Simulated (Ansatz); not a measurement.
## Which is lower?

The two ends of one reaction step of GeH$_{4}$S$_{2}$, singlet (PBE0-D4/def2-TZVP).

A:

```json
{"atom": "Ge1", "x (Å)": "-1.0794", "y (Å)": "0.1479", "z (Å)": "0.2192"}
{"atom": "S2", "x (Å)": "1.5261", "y (Å)": "-0.5172", "z (Å)": "0.3401"}
{"atom": "S3", "x (Å)": "-1.2660", "y (Å)": "1.0526", "z (Å)": "-1.6068"}
{"atom": "H4", "x (Å)": "1.8270", "y (Å)": "0.7160", "z (Å)": "-0.1039"}
{"atom": "H5", "x (Å)": "-0.9581", "y (Å)": "0.9100", "z (Å)": "1.5576"}
{"atom": "H6", "x (Å)": "-1.4779", "y (Å)": "-1.3166", "z (Å)": "0.5077"}
{"atom": "H7", "x (Å)": "1.4281", "y (Å)": "-0.9927", "z (Å)": "-0.9140"}
```

B:

Ge1  (-0.520, -0.084, 0.390)
S2  (1.521, -0.811, 0.869)
S3  (-0.587, 0.960, -1.568)
H4  (0.354, 1.857, -1.231)
H5  (-0.875, 0.853, 1.552)
H6  (-1.522, -1.237, 0.244)
H7  (1.628, -1.538, -0.256)
(Å)

Computed with Ansatz 0.2.0 (basis: def2-TZVPP); correlated methods freeze the cores. Filled d shells of the heavier atoms are correlated. The def2 sets are not built for correlating such inner shells, so the correlated values are less sure here. B3LYP uses VWN-RPA correlation.

Q: Which structure is lower at CCSD(T), and by how much? (To be estimated.)

A: By the calculation: B, by 136.8 kJ/mol (electronic energy, against the other). By their contacts, A is GeH₄S₂ ([S][GeH2][SH2]) and B is GeH₄S₂ ([SH][GeH2][SH]).

All methods give the same order:

```csv
method,E(B) − E(A) (kJ/mol)
SPW92,-125.8
PBE-D4,-121.2
BLYP-D4,-115.2
r2SCAN-D4,-129.0
B97M-V,-127.8
PBE0-D4,-132.9
B3LYP-D4,-125.8
r2SCAN0-D4,-136.5
BHLYP-D4,-137.9
CAM-B3LYP-D4,-135.3
wB97X-V,-140.6
wB97M-V,-134.7
B2PLYP,-130.1
PBE-QIDH,-140.3
RPA on PBE,-133.1
HF,-145.8
MP2,-137.1
CCSD,-141.1
CCSD(T),-136.8
```

The T1 diagnostic stays at or below 0.015.

Labels in which every atom is bracketed show which atoms are joined, not bond orders.

For scale, one of the runs: CCSD(T)/def2-TZVPP, 188 basis functions, launched by `ansatz run in.yaml --threads 4 --pin off --events-out ev --progress --plain --max-ram 9574MiB`. Time: 42 s of wall clock on 4 CPU threads of an Arm Neoverse V1; the host was shared. Peak host memory: 1.8 GiB.
